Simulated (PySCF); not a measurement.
CH6CdOSi, SMILES C[O][Cd][SiH3].

Coordinates come from a B3LYP-D3(BJ)/def2-SVP optimisation. The structure was generated by enumeration; whether it is a known compound was not checked. The def2 effective core potentials stand for the cores of Cd; spin–orbit coupling is left out. The values are those of a single conformer.

Level of theory: PySCF with IEF-PCM-M06-2X/def2-SVP.

The values are the electrostatic part of the solvation free energy, E(continuum) − E(gas) at the gas-phase geometry, in a cavity of scaled van der Waals radii (PySCF's table); cavitation and dispersion terms are not included. A continuum can't describe solvent molecules that bind to the metal. In vacuum the orbital gap is 7.72 eV. The dipole moment in vacuum is 1.57 D.

| solvent | ε | ΔG(elec) (kcal/mol) | dipole (D) | gap (eV) |
|---|---|---|---|---|
| water | 78.36 | -12.1 | 1.66 | 8.34 |
| chlorobenzene | 5.70 | ? | ? | ? |
| ethanol | 24.85 | -11.5 | 1.65 | 8.31 |

### Question
Some entries are withheld; supply them. (An estimate is asked for; the answer gives what the named calculation found.)

### Answer

- chlorobenzene, ΔG(elec) (kcal/mol): -9.0
- chlorobenzene, dipole (D): 1.64
- chlorobenzene, gap (eV): 8.19
